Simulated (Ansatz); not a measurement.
Molecule: sum formula GeCl₃F, net charge 0, singlet state. 
Structure (B3LYP-D3(BJ)/def2-TZVP (Ansatz, an electronic-structure program) minimum search):
```xyz
5

F      0.0235    -0.0797     1.9082
Ge     0.0023    -0.0078     0.1874
Cl    -1.6640    -1.1416    -0.4823
Cl     1.8287    -0.8353    -0.5126
Cl    -0.1816     2.0338    -0.3679
```
Charge 0, spin multiplicity 1.

Quantity: atomisation energy (electronic, to ground-state atoms), in kcal/mol. Cores are frozen in the correlated levels unless marked. Open shells are spin-unrestricted. Spin-orbit coupling is left out. Frozen are the shells of the preceding noble gas and the d and f shells that filled before the atom's block. Non-relativistic. The coupled-cluster limit lacks core correlation, which all-electron functionals hold. Basis-set limits of correlation are two-point, X^-3; Hartree-Fock from the larger set.

```tsv
level	program	atomisation energy (kcal/mol)	minus last row
HF/def2-SVP	Ansatz	247.8	-123.8
BLYP/def2-TZVPD	Ansatz	346.1	-25.5
PBE0/def2-SVP	Ansatz	358.4	-13.2
r2SCANh/def2-TZVPD	Ansatz	365.6	-6.0
r2SCAN0-D4/def2-TZVPD	Ansatz + dftd4	359.8	-11.8
CAM-B3LYP-D4/def2-TZVPD	Ansatz + dftd4	357.3	-14.3
wB97M-V/def2-TZVPD	Ansatz	365.2	-6.4
B2GP-PLYP/def2-TZVPD	Ansatz	359.2	-12.4
MP2/def2-TZVPPD	Ansatz	380.7	9.1
RI-MP2/def2-QZVPP	Ansatz	387.4	15.8
SCS-MP2/STO-3G	Ansatz	328.5	-43.1
CCSD/6-31G	Ansatz	255.1	-116.5
CCSD(T)/STO-3G	Ansatz	335.1	-36.5
CCSD(T)/def2-SVP	Ansatz	332.0	-39.6
CCSD(T)/CBS(def2-TZVPPD,def2-QZVPPD)	Ansatz	371.6	0.0
```
